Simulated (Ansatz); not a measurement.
Ansatz (a first-principles code) input (MP2/6-31G*):

Ansatz 0.2 input:
```yaml
crystal:
  periodic: [false, false, false]
  atoms:
    - {symbol: C, position_ang: [-0.68217300, 1.57508100, -1.22873400]}
    - {symbol: Si, position_ang: [-0.37213500, 0.11875800, -0.16135300]}
    - {symbol: C, position_ang: [-1.93144900, -0.89231900, 0.08980400]}
    - {symbol: P, position_ang: [1.21028300, -1.26092700, -1.05497200]}
    - {symbol: P, position_ang: [0.37433400, 0.85402600, 1.85724200]}
    - {symbol: H, position_ang: [-1.56576300, 1.66797400, -1.85138200]}
    - {symbol: H, position_ang: [0.04425000, 2.37046300, -1.35270800]}
    - {symbol: H, position_ang: [-2.31850300, -1.24940000, -0.86708900]}
    - {symbol: H, position_ang: [-2.70645500, -0.29109100, 0.56875100]}
    - {symbol: H, position_ang: [-1.73598700, -1.76217600, 0.71906100]}
    - {symbol: H, position_ang: [0.69011100, -1.23593300, -2.37678900]}
    - {symbol: H, position_ang: [2.14270000, -0.22037700, -1.29800700]}
    - {symbol: H, position_ang: [1.01685400, -0.36644300, 2.19570400]}
    - {symbol: H, position_ang: [1.55516100, 1.43132400, 1.32093300]}
basis:
  gaussian:
    orbitals: 6-31G*
magnetization: {spin_polarized: true, initial_magnetization: 1}
correlation: {method: mp2, electrons: outside_noble_gas}
```

Output:

```
Functional definition: HF
integrals: 0.10 GiB planned
1067 factors; integrals over basis functions are off by at most 8.2e-4 eV
mean field: 0.70 GiB planned
mean field evaluation 1: about -28603.9331 eV, gradient 2.0e1 eV
mean field evaluation 2: about -28604.0133 eV, gradient 2.0e1 eV
mean field evaluation 4: about -28607.4690 eV, gradient 2.7e0 eV
mean field evaluation 8: about -28607.5986 eV, gradient 1.8e-1 eV
mean field evaluation 16: about -28603.2841 eV, gradient 7.3e0 eV
mean field -28607.59978787 eV, -1051.3099012768 hartree, gradient 2.2e-6 eV, S^2 0.761947; 1 other end points of the search recorded, 0 dependent functions left out
17 core orbitals not correlated
reference -28607.59978787 eV, -1051.3099012768 hartree; 16, 15 occupied and 72, 73 virtual orbitals, 1067 factors
second order -14.27276340 eV of doubles, -0.00000000 eV of singles
Total energy: -28621.87255127 eV, -1051.8344156573 hartree
```

The geometry given is a B3LYP-D3(BJ)/def2-TZVP minimum.
